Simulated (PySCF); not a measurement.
C₃H₇O (SMILES [CH2-]OCC), charge -1, singlet, geometry from GFN2-xTB; PySCF with CAMB3LYP/def2-SV(P).

Here is a job for PySCF.
```python
from pyscf import gto, scf, dft

mol = gto.Mole()
mol.atom = '''
    O     0.03611404   -0.77593725    0.00088671
    C     0.02606095    0.60066436   -0.00046830
    C     1.38198523   -1.38415851    0.00690185
    C    -1.40696629    1.14758787   -0.00677684
    H     0.56020300    1.00696541    0.89188748
    H     0.56739495    1.00526473   -0.88925576
    H     1.92930273   -0.90586634   -0.88026457
    H     1.92212424   -0.90416885    0.89754425
    H    -1.93120833    0.78992516   -0.89091279
    H    -1.93833386    0.79161013    0.87377814
    H    -1.40487439    2.23920543   -0.00781069
'''
mol.basis = 'def2-sv(p)'
mol.charge = -1
mol.verbose = 4
mol.build()

mf = dft.RKS(mol)
mf.xc = 'camb3lyp'
mf.DIIS = scf.EDIIS
mf.kernel()
mf.analyze()
```

Question: Predict the main parts of the log of this PySCF run.

Answer: 
```
PySCF version 2.14.0

[INPUT] verbose = 4
[INPUT] num. atoms = 11
[INPUT] num. electrons = 34
[INPUT] charge = -1
[INPUT] spin (= nelec alpha-beta = 2S) = 0
[INPUT] symmetry False subgroup None
[INPUT] Mole.unit = angstrom
[INPUT] Symbol           X                Y                Z      unit          X                Y                Z       unit  Magmom
[...]
nuclear repulsion = 124.380357710999
number of shells = 38
number of NR pGTOs = 124
number of NR cGTOs = 70
basis = def2-sv(p)
ecp = {}

******** <class 'pyscf.dft.rks.RKS'> ********
method = RKS
initial guess = minao
damping factor = 0
level_shift factor = 0
DIIS = <class 'pyscf.scf.diis.EDIIS'>
diis_start_cycle = 1
diis_space = 8
diis_damp = 0
SCF conv_tol = 1e-09
SCF conv_tol_grad = None
SCF max_cycles = 50
direct_scf = True
direct_scf_tol = 1e-13
XC library pyscf.dft.libxc version 7.1.2
    S. Lehtola, C. Steigemann, M. J. T. Oliveira, and M. A. L. Marques,  SoftwareX 7, 1–5 (2018)
XC functionals = camb3lyp
    T. Yanai, D. P. Tew, and N. C. Handy,  Chem. Phys. Lett. 393, 51 (2004)
radial grids:
    Treutler-Ahlrichs [JCP 102, 346 (1995); DOI:10.1063/1.469408] (M4) radial grids

becke partition: Becke, JCP 88, 2547 (1988); DOI:10.1063/1.454033
pruning grids: <function nwchem_prune>
grids dens level: 3
symmetrized grids: False
atomic radii adjust function: <function treutler_atomic_radii_adjust>
small_rho_cutoff = 0
Set gradient conv threshold to 3.16228e-05
Initial guess from minao.
tot grids = 125096
init E= -193.544118660503
[...]
cycle= 1 E= -193.271409513347  delta_E= 0.273  |g|= 0.687  |ddm|= 3.07
[...]
cycle= 2 E= -193.214268122008  delta_E= 0.0571  |g|= 0.921  |ddm|= 2.81
[...]
cycle= 3 E= -193.383691324008  delta_E= -0.169  |g|= 0.159  |ddm|= 1.72
[...]
cycle= 4 E= -193.383691323265  delta_E= 7.44e-10  |g|= 0.159  |ddm|= 1.62e-08
[...]
cycle= 5 E= -193.383691324561  delta_E= -1.3e-09  |g|= 0.159  |ddm|= 2.83e-08
[...]
cycle= 6 E= -193.383691324384  delta_E= 1.77e-10  |g|= 0.159  |ddm|= 3.86e-09
[...]
cycle= 7 E= -193.383691323478  delta_E= 9.06e-10  |g|= 0.159  |ddm|= 1.97e-08
[...]
cycle= 8 E= -193.383691323986  delta_E= -5.08e-10  |g|= 0.159  |ddm|= 1.11e-08
[...]
cycle= 9 E= -193.383691324229  delta_E= -2.43e-10  |g|= 0.159  |ddm|= 5.27e-09
[...]
cycle= 10 E= -193.372445415458  delta_E= 0.0112  |g|= 0.282  |ddm|= 0.261
[...]
cycle= 11 E= -193.379189291451  delta_E= -0.00674  |g|= 0.225  |ddm|= 0.51
[...]
cycle= 12 E= -193.387625984349  delta_E= -0.00844  |g|= 0.0521  |ddm|= 0.203
[...]
cycle= 13 E= -193.3876259844  delta_E= -5.11e-11  |g|= 0.0521  |ddm|= 1.09e-08
[...]
cycle= 14 E= -193.387625984401  delta_E= -1.08e-12  |g|= 0.0521  |ddm|= 2.28e-10
[...]
cycle= 15 E= -193.387625984447  delta_E= -4.6e-11  |g|= 0.0521  |ddm|= 1.03e-08
[...]
cycle= 16 E= -193.387625984465  delta_E= -1.86e-11  |g|= 0.0521  |ddm|= 3.7e-09
[...]
cycle= 17 E= -193.387625984439  delta_E= 2.6e-11  |g|= 0.0521  |ddm|= 5.51e-09
[...]
cycle= 18 E= -193.387625984424  delta_E= 1.51e-11  |g|= 0.0521  |ddm|= 3.3e-09
[...]
cycle= 19 E= -193.386443085712  delta_E= 0.00118  |g|=  0.1  |ddm|= 0.192
[...]
cycle= 20 E= -193.387777823494  delta_E= -0.00133  |g|= 0.0571  |ddm|= 0.143
[...]
cycle= 21 E= -193.388306235587  delta_E= -0.000528  |g|= 0.0179  |ddm|= 0.0423
[...]
cycle= 22 E= -193.388306235721  delta_E= -1.34e-10  |g|= 0.0179  |ddm|= 7.09e-08
[...]
cycle= 23 E= -193.388306235535  delta_E= 1.86e-10  |g|= 0.0179  |ddm|= 5.98e-08
[...]
cycle= 24 E= -193.388306235456  delta_E= 7.89e-11  |g|= 0.0179  |ddm|= 2.59e-08
[...]
cycle= 25 E= -193.388306235601  delta_E= -1.45e-10  |g|= 0.0179  |ddm|= 2.58e-08
[...]
cycle= 26 E= -193.388306236166  delta_E= -5.65e-10  |g|= 0.0179  |ddm|= 1.31e-07
[...]
cycle= 27 E= -193.388213486096  delta_E= 9.28e-05  |g|= 0.025  |ddm|= 0.0211
[...]
cycle= 28 E= -193.388106653852  delta_E= 0.000107  |g|= 0.0377  |ddm|= 0.0775
[...]
cycle= 29 E= -193.38834687663  delta_E= -0.00024  |g|= 0.0115  |ddm|= 0.0444
[...]
cycle= 30 E= -193.388346876308  delta_E= 3.22e-10  |g|= 0.0115  |ddm|= 1.16e-07
[...]
cycle= 31 E= -193.388346876722  delta_E= -4.15e-10  |g|= 0.0115  |ddm|= 1.82e-07
[...]
cycle= 32 E= -193.388346876227  delta_E= 4.95e-10  |g|= 0.0115  |ddm|= 2.56e-07
[...]
cycle= 33 E= -193.388346876632  delta_E= -4.05e-10  |g|= 0.0115  |ddm|= 1.87e-07
[...]
cycle= 34 E= -193.38834687643  delta_E= 2.02e-10  |g|= 0.0115  |ddm|= 2.21e-07
[...]
cycle= 35 E= -193.388340700365  delta_E= 6.18e-06  |g|= 0.0128  |ddm|= 0.00159
[...]
cycle= 36 E= -193.388345366816  delta_E= -4.67e-06  |g|= 0.0111  |ddm|= 0.0181
[...]
cycle= 37 E= -193.388338868128  delta_E= 6.5e-06  |g|= 0.0135  |ddm|= 0.0263
[...]
cycle= 38 E= -193.388371351473  delta_E= -3.25e-05  |g|= 0.000795  |ddm|= 0.0132
[...]
cycle= 39 E= -193.38837135137  delta_E= 1.03e-10  |g|= 0.000795  |ddm|= 4.08e-07
[...]
cycle= 40 E= -193.38837135161  delta_E= -2.39e-10  |g|= 0.000794  |ddm|= 1.01e-06
[...]
cycle= 41 E= -193.388371351606  delta_E= 4.21e-12  |g|= 0.000794  |ddm|= 2.1e-07
[...]
cycle= 42 E= -193.388371351511  delta_E= 9.42e-11  |g|= 0.000794  |ddm|= 3.78e-07
[...]
cycle= 43 E= -193.388371351459  delta_E= 5.19e-11  |g|= 0.000795  |ddm|= 3.11e-07
[...]
cycle= 44 E= -193.388368388868  delta_E= 2.96e-06  |g|= 0.00376  |ddm|= 0.00546
[...]
cycle= 45 E= -193.388366812741  delta_E= 1.58e-06  |g|= 0.00486  |ddm|= 0.00856
[...]
cycle= 46 E= -193.38837055173  delta_E= -3.74e-06  |g|= 0.00232  |ddm|= 0.00745
[...]
cycle= 47 E= -193.388371342752  delta_E= -7.91e-07  |g|= 0.000934  |ddm|= 0.00129
[...]
cycle= 48 E= -193.388371315717  delta_E= 2.7e-08  |g|= 0.00101  |ddm|= 7.09e-05
[...]
cycle= 49 E= -193.38837131578  delta_E= -6.33e-11  |g|= 0.00101  |ddm|= 1.69e-07
[...]
cycle= 50 E= -193.388371307964  delta_E= 7.82e-09  |g|= 0.00101  |ddm|= 0.000207
SCF not converged.
SCF energy = -193.388371307964
**** SCF Summaries ****
Total Energy =                        -193.388371307963553
Nuclear Repulsion Energy =             124.380357710999192
One-electron Energy =                 -514.929088522659526
Two-electron Energy =                  197.160359503696782
Two-electron Coulomb Energy =          224.699038488008881
DFT Exchange-Correlation Energy =      -27.538678984312103
HOMO-LUMO gap [eV] =                     5.920271832408083
**** MO energy ****
[...]
 ** Mulliken pop on meta-lowdin orthogonal AOs  **
 ** Mulliken pop  **
 ** Mulliken atomic charges  **
charge of    0O =     -0.42669
charge of    1C =      0.08310
charge of    2C =     -0.54772
charge of    3C =     -0.27386
charge of    4H =      0.02159
charge of    5H =      0.02159
charge of    6H =     -0.04136
charge of    7H =     -0.04136
charge of    8H =      0.07286
charge of    9H =      0.07286
charge of   10H =      0.05900

WARN: System has nonzero charge -1; the dipole moment is origin-dependent.
Location of origin: [0. 0. 0.]

Dipole moment(X, Y, Z, Debye): -4.38094,  6.47721, -0.02387
```

The run did not converge; its last values are not results.
